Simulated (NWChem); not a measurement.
**Extrapolating the MP2 correlation energy of F$_{2}$Mg**

```
Mg
F 1 1.7682
F 1 1.7682 2 180.00
```
Charge 0, spin multiplicity 1.

The numbers come from NWChem runs, not from measurements. All single points use one geometry, from PBE/def2-SVP, a minimum by its harmonic frequencies.

The correlated methods keep 7 core orbitals frozen. The structure started from a generated list of species.

Worked example. The MP2 correlation energy is -555.84 mHa in cc-pVTZ and -608.31 mHa in cc-pVQZ. The form E(X) = E∞ + A/X³ turns the pair into an estimate of the basis-set limit.

E∞ = (4³·(-608.31) − 3³·(-555.84))/(4³ − 3³) = -646.6 mHa. The larger basis holds 94 % of that, at about 4 times the processor time of the smaller one. This is a two-point estimate.
